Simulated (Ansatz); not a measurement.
Ideal-gas functions of `O[AsH2]` at 400 K and 1 bar, from an Ansatz frequency run at PBE0-D4/def2-TZVP.

Molar mass 93.94 g/mol, point group Cs (symmetry number 1), electronic degeneracy 1, moments of inertia 5.319, 48.984, 49.493 u Å². Harmonic wavenumbers (cm⁻¹, unscaled): 209, 667, 806, 812, 1016, 1078, 2185, 2190, 3888.

Use S(trans) = R[1.5 ln M + 2.5 ln T − 1.1517]; rotational temperatures θ = 24.2544 K / I; S(rot) = R[ln(√π/σ · √(T³/θAθBθC)) + 1.5]; for each mode x = 1.438777 ν̃/T, S = R[x/(eˣ − 1) − ln(1 − e⁻ˣ)] and H = RT x/(eˣ − 1); 1 cm⁻¹ = 0.0119627 kJ/mol; R = 8.31446 J/(mol·K).

Problem. By hand: the entropy, in J/(mol·K).

Solution. Translation 171.6. Rotation: θ = 4.56, 0.4951, 0.4901 K, giving 91.5. Vibration, mode by mode: 10.88, 2.78, 1.88, 1.84, 1.03, 0.86, 0.03, 0.03, 0.00, in all 19.3. Electronic 0.0. Sum 282.4 J/(mol·K).

Problem. By hand: H − E and G − E in kJ/mol, counted from the electronic energy.

Solution. Zero-point energy ½ × 12851 × 0.0119627 = 76.9; thermal vibration 4.8; translation, rotation and pV give 4 RT = 13.3. H − E = 95.0 kJ/mol, and G − E = 95.0 − 400 × 282.4/1000 = -18.0 kJ/mol.

Vibration gives 7 % of the entropy.
